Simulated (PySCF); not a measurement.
## Radial density of Kr (krypton, neutral)

UHF, [Ar] 3d10 4s1 4p6 5s1, 5s spin antiparallel (an excited configuration). Calculation: PySCF 2.14, in aug-cc-pVQZ-PP with one added diffuse shell each of s, p, d, f, g type with ECP10MDF (8s7p6d4f3g, 114 functions); scalar relativity through the core potential. This is the valence pseudo-density: the core potential removes the inner electrons and smooths the orbitals near the nucleus.

```csv
r (bohr),4πr²ρ (e/bohr)
0.000578,6.330e-05
0.000973,0.0001777
0.00164,0.0004921
0.00275,0.001322
0.00463,0.003381
0.00778,0.008175
0.0131,0.01779
0.0220,0.03349
0.0370,0.05659
0.0623,0.1614
0.105,1.112
0.176,6.760
0.297,25.11
0.499,34.90
0.839,10.85
1.41,5.653
2.37,2.484
3.99,0.2110
6.72,0.001981
```

Energies and moments cover only the electrons outside the core potential. The outer electron is Rydberg-like, and this basis confines it to a smaller radius and binds it less than a complete one would. With the s spin flipped the determinant is a mixture of two multiplicities, not a spectroscopic state.
